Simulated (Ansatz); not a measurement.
## CaH2, singlet: CASSCF and its corrections

Program: Ansatz, Gaussian basis, development build. Basis def2-SVP, nonrelativistic, 9 orbitals frozen in the corrections. State-specific CASSCF; RHF is the lowest restricted (open-shell) Hartree–Fock solution met. Small basis; these aren't basis-limit values. No symmetry is imposed, so a solution can break that of the shape. The lowest solution met needn't be the lowest there is, nor hold the orbitals that a chemist would pick.

Geometry. A bond is stretched, to 1.98 times the sum of the covalent radii.

```xyz
3

H     0.0000    0.0000    4.1000
Ca    0.0000    0.0000    0.0000
H     0.0000    0.0000   -2.0500
```

(1) What do CASSCF and its corrections give against RHF in CAS(4,6), and what are the occupations?

Answers

(1) CASSCF -2.031 eV, SC-NEVPT2 -2.160 eV; occupations 1.97, 1.56, 0.44, 0.02, 0.00, 0.00.
